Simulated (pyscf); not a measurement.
Ring opening: cyclic C₃H₂N (SMILES [N]=c1cc1) [doublet] -> •HC=CH–C≡N

Gas phase, doublet surface, charge 0. Bonds broken: C1–C3. Bonds formed: none. PySCF, gas phase, ωB97X-D3(BJ)/def2-SVP geometries. MP2 and CC: frozen core, UHF for open shells. ΔMP2 is the change of the MP2 total energy from the triple- to the quadruple-zeta basis.

Transition state (Å):

```xyz
6

C      1.3812     0.6304    -0.1050
N      2.3053     1.1941    -0.6055
C      1.0188    -0.7646     0.8821
C      0.1544     0.0987     0.4157
H      1.2337    -1.6642     1.4597
H     -0.9060     0.3645     0.3778
```

One imaginary mode, 811i cm⁻¹; descent along it reached the two sides named.

| bond | change | reactant side (Å) | saddle | product side |
|---|---|---|---|---|
| C1–C3 | breaks | 1.460 | 1.747 | 2.434 |

Electronic energies relative to the reactant's lowest minimum found (kcal/mol):

```
level                             barrier  reaction energy  reverse barrier
--------------------------------  -------  ---------------  ---------------
ωB97X-D3(BJ)/def2-TZVP                7.6            -20.1             27.7
PBE/def2-TZVP                         4.3            -18.8             23.1
r²SCAN/def2-TZVP                      5.4            -20.8             26.2
B3LYP-D3(BJ)/def2-TZVP                4.8            -23.3             28.1
PBE0-D3(BJ)/def2-TZVP                 7.0            -18.7             25.7
M06-2X/def2-TZVP                      7.1            -21.7             28.7
ωB97M-D3(BJ)/def2-TZVP                6.0            -22.5             28.5
HF/def2-TZVP                          9.7            -30.9             40.6
MP2/def2-QZVPP                        9.0            -17.8             26.7
CCSD/def2-TZVPP                       5.1            -26.6             31.8
CCSD(T)/def2-TZVPP                    3.9            -26.2             30.1
CCSD(T)/def2-TZVPP + ΔMP2(QZVPP)      4.3            -25.3             29.5
```

With CCSD(T)/def2-TZVPP + ΔMP2(QZVPP) energies and thermal terms (ideal gas, 1 atm, RRHO with modes under 100 cm⁻¹ raised to 100, one conformer, R ln 2 for rigid chiral ones), in kcal/mol:

```json
[
 {"T (K)": "298", "ΔH‡": "2.9", "ΔG‡": "2.4", "ΔH": "-25.0", "ΔG": "-26.0"},
 {"T (K)": "600", "ΔH‡": "2.7", "ΔG‡": "1.9", "ΔH": "-24.8", "ΔG": "-27.0"},
 {"T (K)": "900", "ΔH‡": "2.2", "ΔG‡": "1.6", "ΔH": "-24.9", "ΔG": "-28.1"},
 {"T (K)": "1200", "ΔH‡": "1.7", "ΔG‡": "1.5", "ΔH": "-24.9", "ΔG": "-29.2"}
]
```

cyclic C₃H₂N (SMILES [N]=c1cc1) [doublet] lies 30.0 kcal/mol over its isomer H₂C=C•–C≡N, and others may lie lower still (electronic energy, ωB97M-D3(BJ)). •HC=CH–C≡N lies 7.5 kcal/mol over its isomer H₂C=C•–C≡N, and others may lie lower still (electronic energy, ωB97M-D3(BJ)). This is the saddle that the search found; another between the same sides may lie lower. The CCSD(T) − MP2 part came from Ansatz, without density fitting, on the same reference. An open-shell T1 diagnostic exceeds 0.045. A UHF reference is spin-contaminated (<S²> up to 1.15), which harms MP2 most.
